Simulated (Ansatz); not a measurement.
Wavefunction ladder for BH8NSSi2, SMILES `BN[SiH]([SiH3])S`

```tsv
atom	x (Å)	y (Å)	z (Å)
B1	1.8571	-0.3132	-0.8626
N2	0.7124	-1.1103	-0.7743
Si3	-0.8444	-0.6213	-0.1533
Si4	-0.8289	1.6566	0.3672
S5	-1.4255	-1.7751	1.5548
H6	1.7995	0.8268	-0.4926
H7	2.8743	-0.7684	-1.2986
H8	0.7950	-2.0733	-1.0740
H9	-1.9041	-0.9801	-1.1329
H10	-2.2148	2.0159	0.7713
H11	0.0837	1.9027	1.5150
H12	-0.4234	2.5045	-0.7839
H13	-0.4808	-1.2648	2.3638
```

The species carries charge 0 and has multiplicity 1. The geometry is a stationary point of PBE0-D4/def2-TZVP. It is one conformer, not always the lowest. Frozen core, restricted reference, Ansatz. CBS rows extrapolate triple and quadruple zeta; past MP2 they add the triple-zeta difference.

```json
{"basis": "def2-TZVPP", "HF (Eh)": "-1059.34417", "MP2 corr.": "-0.74150"}
{"basis": "def2-QZVPP", "HF (Eh)": "-1059.37745", "MP2 corr.": "-0.79752"}
```

Task: Estimate the CCSD correlation energy and the (T) correction in each basis where they were run (hartree).

Result: 
```
     basis  CCSD corr.       (T)
def2-TZVPP    -0.81310  -0.03322
 CBS(def2)    -0.91061     as TZ
```
